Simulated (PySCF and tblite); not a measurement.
C₇H₁₆O, numbered as in [CH3:1][CH:2]([CH3:3])[O:4][C:5]([CH3:6])([CH3:7])[CH3:8].

Search: ETKDG and KDG, MMFF94s, GFN2-xTB, 90 starts; geometries at GFN2-xTB. Free energies are PBE0-D3(BJ)/pcSseg-1 (IEF-PCM, chloroform) single points with GFN2-xTB rigid-rotor and vibrational terms (modes under about 100 cm⁻¹ blended into free rotors). Symmetry numbers and mirror images are counted. Conformers within 3 kcal/mol (GFN2-xTB free energy) were kept, 10 at most. GIAO shieldings: PBE0/pcSseg-1 (IEF-PCM, chloroform). Shifts are against TMS (¹H), TMS (¹³C) at the same level. Codes: tblite and PySCF.

Torsions listed: C1–C2–O4–C5, C2–O4–C5–C6. Of a mirror pair one member is shown.

| conformer | shape | weight % | dipole D |
| --- | --- | --- | --- |
| 1 | -120°, 62° | 97.3 | 1.64 |
| 2 | -168°, -89° | 2.7 | 1.61 |

Problem. How do the computed shifts compare with measured ones?

Solution. 
| nucleus | signal | leading conformer | average | measured | medium |
| --- | --- | --- | --- | --- | --- |
| ¹³C | C1/C3 | 27.4 | 27.4 | 25.2 | not stated per compound (mostly CDCl3 or CCl4) |
| ¹³C | C2 | 67.9 | 68.0 | 63.5 | not stated per compound (mostly CDCl3 or CCl4) |
| ¹³C | C5 | 75.9 | 75.9 | 73 | not stated per compound (mostly CDCl3 or CCl4) |
| ¹³C | C6/C7/C8 | 30.0 | 30.1 | 28.5 | not stated per compound (mostly CDCl3 or CCl4) |

Measured values: Pretsch, Buehlmann, Badertscher, Structure Determination of Organic Compounds, 4th ed. (2009). Mean difference for ¹³C: 2.80 ppm, scatter 1.08 ppm. The computed shifts are unscaled and lack vibrational corrections.
